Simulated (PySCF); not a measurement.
## Working out the ionisation energy of Cr(2+)

Cr(2+) [Ar] 3d4 (5D) → Cr(3+) [Ar] 3d3 (4F). All numbers are calculated (PySCF 2.14, the spin-free X2C one-electron Hamiltonian (Gaussian nucleus), in an even-tempered Gaussian basis (21 s from 0.054 bohr⁻², ratio 2.5; 14 p from 0.071 bohr⁻², ratio 2.5; 11 d from 0.071 bohr⁻², ratio 2.5; 5 f from 0.49 bohr⁻², ratio 2.7; 5 g from 0.74 bohr⁻², ratio 2.7)). Frozen: [Ne]; the 42 highest virtual orbitals dropped. Energies in hartree (1 hartree = 27.21139 eV):

```csv
part,Cr(2+) (lower),Cr(3+) (upper)
UHF,-1048.895639,-1047.805055
MP2 opposite-spin,-0.288111,-0.267181
MP2 same-spin,-0.137954,-0.105118
```

Task: What does Hartree-Fock give?

Result: (-1047.805055) − (-1048.895639) = 1.090584 hartree = 29.676 eV.

Task: What do MP2 and SCS-MP2 (6/5 opposite-spin, 1/3 same-spin) give?

Result: The opposite-spin parts differ by 0.570 eV and the same-spin parts by 0.894 eV. MP2: 29.676 + (0.570) + (0.894) = 31.140 eV. SCS-MP2: 29.676 + 1.2 × (0.570) + (0.894)/3 = 30.658 eV.

A first-order spin-orbit estimate adds -0.025 eV to MP2 (outer shells), giving 31.115 eV against 30.959 ± 0.025 eV (measured; NIST Atomic Spectra Database, ionization energies).

What remains against the reference includes basis incompleteness, the frozen core and correlation beyond second order.
